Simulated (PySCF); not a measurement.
# Correlation energy of N(3+) (nitrogen, charge +3)

[He] 2s2, closed-shell 1S. All numbers are calculated (PySCF 2.14, scalar relativity by spin-free X2C-1e, in x2c-QZVPPall). Frozen: 1s2; 2 electrons correlated.

With two correlated electrons CCSD is exact within the correlated space (frozen core and kept virtual orbitals).

```json
{"level": "CCSD", "correlation energy (mhartree)": "-86.90"}
```

Diagnostics: T1 = 0.0068, D1 = 0.0097, largest double amplitude 0.154.

A double-excitation amplitude exceeds 0.15, a sign of near-degeneracy.

Cost of the coupled-cluster step: of the order of 0.25 core-seconds, for 2 correlated electrons.
